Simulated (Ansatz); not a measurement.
Input for Ansatz (development build ahead of 0.2.0):

```yaml
crystal:
  periodic: [false, false, false]
  atoms:
    - { symbol: Mn, position_ang: [0.0, 0.0, 0.0] }
    - { symbol: Co, position_ang: [0.0, 0.0, 2.3] }
basis:
  gaussian: { orbitals: pcseg-2 }
magnetization:
  initial_magnetization: 4
hamiltonian:
  xc: { name: wB97X }
```

The input is written out in the form of the current development build from the run's settings.

The run gave:

| Item | Value |
| --- | --- |
| Converged | yes |
| Total energy | -2533.68809 hartree |
| Spin squared of the determinant | 6.000 |
| Stability test | minimum among restricted orbitals |

Caution: no unrestricted run beside it, a lower state can exist.
